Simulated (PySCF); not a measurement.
These compounds are isomers of formula C5H9NO2Si.

A. `C(=C)O[SiH2]CC(=O)N=C`
B. `InChI=1S/C5H9NO2Si/c1-4-5(7)2-3-9(6)8-4/h2-3,5,7,9H,1,6H2/t5-,9+/m0/s1`
C. SMILES Oc1cnc(CC[SiH3])o1
D. SMILES COCc1cnoc1[SiH3]
E. SMILES C=C[Si@H](N=C)C(=O)OC

Spectrum 1. $^{13}$C{$^{1}$H} NMR (computed): δ 165.2 (C), 156.9 (C), 104.5 (CH), 29.8 (CH2), 11.0 (CH2).

Spectrum 2. $^{13}$C{$^{1}$H} NMR (computed): δ 183.0 (C), 156.5 (CH), 148.1 (CH2), 95.4 (CH2), 31.9 (CH2).

Spectrum 3. $^{13}$C{$^{1}$H} NMR (computed): δ 187.2 (C), 173.0 (CH2), 143.9 (CH2), 141.5 (CH), 51.4 (CH3).

Spectrum 4. $^{13}$C{$^{1}$H} NMR (computed): δ 173.0 (C), 148.8 (CH), 135.2 (C), 70.9 (CH2), 60.1 (CH3).

Spectrum 5. $^{13}$C{$^{1}$H} NMR (computed): δ 161.5 (C), 158.2 (CH), 147.9 (CH), 97.5 (CH2), 73.3 (CH).

PySCF 2.14 calculation with geometry from GFN2-xTB and σ from GIAO-PBE0/pcSseg-1; non-relativistic, single conformer, fast rotation and ring inversion assumed for equivalent nuclei, in vacuum.

Shifts are taken against calculated references (same method and geometry level): $^{13}$C against TMS. Shifts are as computed. Against solution values, carbons near 30 ppm lie about +3 ppm off and those near 130 ppm about +5 ppm. Of 1211 compounds with measured shifts, 218 miss one by over three times the rms of a fit or turn the order of signals round; such compounds aren't used in these exercises.

**Question.** Which spectrum belongs to which compound?

**Answer.** 1–C, 2–A, 3–E, 4–D, 5–B.

- Spectrum 1 (C): 5 $^{13}$C signals; δC 165.2 is an aromatic carbon bearing oxygen; δC 104.5 is an aromatic CH next to a ring nitrogen.
- Spectrum 2 (A): 5 $^{13}$C signals; δC 183.0 is an amide carbonyl carbon; δC 156.5 is an alkene carbon bearing oxygen.
- Spectrum 3 (E): 5 $^{13}$C signals; δC 143.9 is a terminal =CH2 carbon; δC 141.5 is an alkene CH.
- Spectrum 4 (D): 5 $^{13}$C signals; δC 148.8 is an aromatic CH next to a ring nitrogen; δC 70.9 is an sp3 CH2 bonded to O, on an aromatic ring.
- Spectrum 5 (B): 5 $^{13}$C signals; δC 161.5 is an alkene carbon bearing oxygen; δC 158.2 is an alkene CH.
